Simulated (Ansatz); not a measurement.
`CCC(C)OC(C)(C)C`, charge 0, multiplicity 1.

Give a relaxed structure at PBE0-D4/def2-TZVP (the Gaussian-basis code of Ansatz). (Estimate.)

The calculation gave: 
Z-matrix (Å, degrees):
```
C
C 1 1.516
H 1 1.091 2 110.7
H 1 1.094 2 111.4 3 120.1
H 1 1.092 2 111.1 3 -119.9
C 2 1.521 1 114.2 3 -60.6
H 2 1.096 1 109.9 3 60.6
H 2 1.095 1 110.1 3 177.6
O 6 1.417 2 107.9 1 62.5
C 6 1.519 2 110.7 1 -176.4
H 6 1.099 2 108.4 1 -56.6
C 9 1.427 6 119.4 2 -136.6
H 10 1.090 6 111.7 2 178.8
H 10 1.093 6 109.7 2 -61.4
H 10 1.093 6 110.7 2 58.1
C 12 1.525 9 111.0 6 67.1
C 12 1.519 9 103.7 6 -175.0
C 12 1.524 9 112.0 6 -56.6
H 16 1.092 12 110.2 9 176.1
H 16 1.091 12 110.4 9 56.4
H 16 1.092 12 111.9 9 -64.4
H 17 1.092 12 110.8 9 -178.9
H 17 1.092 12 110.1 9 -58.6
H 17 1.092 12 110.2 9 60.7
H 18 1.092 12 109.9 9 -175.6
H 18 1.092 12 110.6 9 -56.1
H 18 1.092 12 111.8 9 65.1
```
This is one stationary point; other conformers may exist.
